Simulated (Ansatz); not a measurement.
Geometry optimisation, Ansatz 0.2.0, RKS B3LYP-D4/def2-SVP.

input.yaml

```yaml
crystal:
  periodic: [false, false, false]
  atoms:
    - { symbol: Zr, position_ang: [0.398139, -0.516112, -0.364106] }
    - { symbol: O, position_ang: [-0.57829, -0.325295, 2.738103] }
    - { symbol: H, position_ang: [-1.261595, -1.004778, 2.823259] }
    - { symbol: F, position_ang: [1.18003, -0.706833, -2.102127] }
    - { symbol: F, position_ang: [0.450085, 1.376472, -0.078209] }
    - { symbol: O, position_ang: [-1.292955, -1.419248, -0.469539] }
    - { symbol: H, position_ang: [-2.18225, -1.679065, -0.719466] }
    - { symbol: "N", position_ang: [1.673877, -1.575055, 1.02194] }
    - { symbol: H, position_ang: [1.667819, -2.585617, 1.162504] }
    - { symbol: H, position_ang: [2.581639, -1.220515, 1.325764] }
    - { symbol: H, position_ang: [0.2503, -0.850952, 2.614278] }
basis:
  gaussian: { orbitals: def2-SVP }
hamiltonian:
  xc: b3lyp
  dispersion: d4
relax:
  f_tol: 0.03
  max_steps: 50
```

Launched with:

```bash
$ ansatz run input.yaml --threads 4 --pin off --max-ram 5120MiB --backend cpu --events-out ev --progress --plain --runs-dir out
```

Problem. Where does it end, and by what steps?

Solution. The run converged. After 26 steps the energy has fallen by 0.478 eV; H3 moved furthest, 0.86 Å. Joined: Zr1–O2 (3.26 → 2.39 Å).

| step | energy less start (eV) | largest force component (eV/Å) | accepted |
| --- | --- | --- | --- |
| 0 | 0.0000 | 1.283 | yes |
| 1 | -0.1537 | 1.095 | yes |
| 2 | -0.2975 | 0.875 | yes |
| 3 | -0.3941 | 0.816 | yes |
| 4 | -0.4150 | 0.437 | yes |
| 5 | -0.4196 | 0.337 | yes |
| 6 | -0.4276 | 0.330 | yes |
| 7 | -0.4327 | 0.124 | yes |
| 8 | -0.4351 | 0.093 | yes |
| 9 | -0.4387 | 0.365 | yes |
| 10 | -0.4419 | 0.354 | yes |
| 11 | -0.4456 | 0.296 | yes |
| 12 | -0.4489 | 0.249 | yes |
| 13 | -0.4528 | 0.248 | yes |
| 14 | -0.4549 | 0.348 | yes |
| 15 | -0.4506 | 0.417 | no |
| 16 | -0.4615 | 0.167 | yes |
| 17 | -0.4651 | 0.128 | yes |
| 18 | -0.4672 | 0.331 | yes |
| 19 | -0.4705 | 0.274 | yes |
| 20 | -0.4732 | 0.219 | yes |
| 21 | -0.4755 | 0.105 | yes |
| 22 | -0.4716 | 0.248 | no |
| 23 | -0.4770 | 0.056 | yes |
| 24 | -0.4776 | 0.152 | yes |
| 25 | -0.4782 | 0.112 | yes |
| 26 | -0.4785 | 0.027 | yes |

```xyz
11
Properties=species:S:1:pos:R:3
Zr 0.392 -0.512 0.057
O -0.667 -0.286 2.187
H -1.391 -0.907 1.979
F 0.635 -0.656 -1.855
F 0.762 1.370 0.280
O -1.364 -1.477 0.070
H -1.864 -1.816 -0.681
N 1.877 -1.644 0.890
H 1.898 -2.660 0.977
H 2.816 -1.293 1.083
H -0.206 -0.627 2.966
```

Whether the end is a true minimum wasn't checked by a vibrational analysis.

Time of the run: 57 s on 4 threads of Arm Neoverse V2 (shared host), peak memory 0.32 GiB.
